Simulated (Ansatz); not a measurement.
The inner images of a band of Cl₂FH₄HfNO (10 atoms, charge 0, multiplicity 1) are given out of order.

Computed with RKS PBE-D4/def2-SVP in Ansatz 0.2.0.

Initial state:

```xyz
10
Properties=species:S:1:pos:R:3
Hf 0.008 0.158 0.238
N -0.165 -0.081 2.273
H -1.056 0.050 2.768
H 0.384 -0.770 2.801
F 1.835 -0.003 -0.377
Cl -1.627 1.623 -0.674
Cl -0.771 -1.943 -0.556
O 1.040 2.148 1.098
H 1.993 2.231 0.896
H 0.977 1.842 2.033
```

Final state:

```xyz
10
Properties=species:S:1:pos:R:3
Hf 0.354 0.446 0.051
N -0.353 0.277 2.387
H -1.297 0.655 2.553
H -0.345 -0.688 2.745
F 1.023 0.666 -1.740
Cl -1.817 1.427 -0.224
Cl 0.599 -1.930 0.266
O 1.704 1.548 0.942
H 2.452 2.031 0.552
H 0.300 0.823 2.968
```

Q: Put them in order from the first end to the last, with their energies above the first end.
A.
```xyz
10
Properties=species:S:1:pos:R:3
Hf 0.019 0.200 0.184
N -0.103 0.020 2.264
H -1.001 0.176 2.744
H 0.371 -0.744 2.763
F 1.784 0.056 -0.580
Cl -1.626 1.605 -0.782
Cl -0.742 -1.975 -0.390
O 1.040 2.091 1.179
H 1.999 2.240 1.081
H 0.878 1.589 2.037
```
B.
```xyz
10
Properties=species:S:1:pos:R:3
Hf 0.369 0.468 0.058
N -0.392 0.298 2.376
H -1.417 0.358 2.449
H -0.104 -0.576 2.839
F 0.934 0.666 -1.772
Cl -1.774 1.546 -0.133
Cl 0.577 -1.910 0.255
O 1.804 1.473 0.910
H 2.632 1.861 0.581
H -0.010 1.073 2.936
```
C.
```xyz
10
Properties=species:S:1:pos:R:3
Hf 0.272 0.457 0.051
N -0.217 0.199 2.369
H -1.190 0.242 2.698
H 0.185 -0.668 2.753
F 1.690 0.172 -1.212
Cl -1.492 1.713 -0.911
Cl -0.440 -1.860 0.091
O 1.370 1.742 1.113
H 2.129 2.261 0.798
H 0.313 0.999 2.750
```
D.
```xyz
10
Properties=species:S:1:pos:R:3
Hf 0.337 0.452 0.045
N -0.348 0.285 2.376
H -1.358 0.264 2.573
H 0.049 -0.568 2.794
F 1.243 0.552 -1.650
Cl -1.690 1.629 -0.392
Cl 0.234 -1.942 0.236
O 1.677 1.512 1.016
H 2.424 1.990 0.615
H 0.052 1.084 2.888
```
E.
```xyz
10
Properties=species:S:1:pos:R:3
Hf 0.313 0.459 0.047
N -0.297 0.243 2.377
H -1.291 0.237 2.645
H 0.107 -0.627 2.751
F 1.513 0.373 -1.453
Cl -1.586 1.681 -0.685
Cl -0.082 -1.920 0.193
O 1.527 1.632 1.081
H 2.252 2.148 0.687
H 0.165 1.030 2.856
```
F.
```xyz
10
Properties=species:S:1:pos:R:3
Hf 0.188 0.425 0.058
N -0.107 0.156 2.339
H -1.045 0.259 2.748
H 0.334 -0.670 2.763
F 1.768 0.089 -0.972
Cl -1.567 1.661 -0.940
Cl -0.638 -1.847 -0.101
O 1.166 1.866 1.113
H 2.032 2.296 1.041
H 0.488 1.023 2.451
```
G.
```xyz
10
Properties=species:S:1:pos:R:3
Hf 0.063 0.286 0.121
N -0.073 0.124 2.289
H -1.001 0.229 2.725
H 0.363 -0.690 2.743
F 1.742 0.121 -0.800
Cl -1.621 1.612 -0.873
Cl -0.683 -1.946 -0.229
O 1.075 1.949 1.230
H 2.002 2.244 1.201
H 0.753 1.328 2.093
```

A: A (+0.5 kcal/mol), G (+2.2 kcal/mol), F (-13.7 kcal/mol), C (-20.1 kcal/mol), E (-23.1 kcal/mol), D (-25.3 kcal/mol), B (-25.7 kcal/mol).

Time of the run: 2.5 min on 4 threads of Intel(R) Xeon(R) 6975P-C (Granite Rapids) (shared host), peak memory 0.22 GiB.
